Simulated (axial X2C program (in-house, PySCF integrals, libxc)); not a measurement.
**Potential curves of ScO⁺, 2c**

All values were computed with an in-house relativistic program for diatomic molecules. Two-component (2c) means X2C with spin–orbit coupling and atomic mean-field two-electron Coulomb and Gaunt terms. Basis: Sc dyall-cv3z [10s11p7d5f2g], O dyall-av3z [7s6p3d2f] (cores contracted in-house); Gaussian nuclei, density fitting, unrestricted open shells. Masses: Sc 44.956 u, O 15.995 u.

State: Ω = 0 (closed shell). Energies in eV from the lowest point of each curve. Fits are polynomials in 1 − R0/R over 0.85 to 1.23 times the lowest point R0.

```
 R (Å)      HF  CCSD(T)    BP86
1.3920  1.4140           1.7817
1.4560  0.5864   1.0242  0.8356
1.5040  0.2200   0.5210  0.3867
1.5520  0.0343   0.2026  0.1191
1.6000  0.0000   0.0373  0.0000
1.6560  0.1170   0.0000  0.0111
1.7120  0.3695   0.0931  0.1479
1.7840  0.8451   0.3529  0.4589
1.8720  1.5871           0.9759
2.0000  2.8428           1.8674
```

Correlated methods: 8 electrons correlated (number of frozen shells: Sc 3 s, 2 p; O 1 s), 302 virtual spin orbitals or spinors in MP2, 90 natural virtuals in coupled cluster.

The state is one determinant whose occupation by symmetry is held fixed; it was picked as the lowest of a PBE0 search that is not exhaustive. The closed shell is kept restricted, so the energy runs too high when the bond is stretched far. CCSD and (T) use frozen natural virtuals with an MP2 correction for the truncation; (T) itself is uncorrected, so its De runs slightly low. The outer-core s and p shells of the metal are frozen in the correlated rows, which leaves out core–valence correlation; for alkali and alkaline-earth bonds that tends to lengthen them. The T1 diagnostic is large, a sign of multireference character. Coupled cluster ran on the points near the minimum only. MP2 and coupled cluster on one determinant become unreliable at the stretched end.

Task: Fit the HF curve near its minimum: give the equilibrium distance and the harmonic wavenumber.

Result: At HF, 2c: Re = 1.588 Å, ωe ≈ 1150 cm⁻¹; Be follows as 0.567 cm⁻¹.

Task: What are Re and ωe at the CCSD(T) level?

Result: At CCSD(T), 2c: Re = 1.642 Å, ωe ≈ 1010 cm⁻¹; Be follows as 0.53 cm⁻¹.

Task: Fit the BP86 curve near its minimum: give the equilibrium distance and the harmonic wavenumber.

Result: At BP86, 2c: Re = 1.623 Å, ωe ≈ 1040 cm⁻¹; Be follows as 0.542 cm⁻¹.
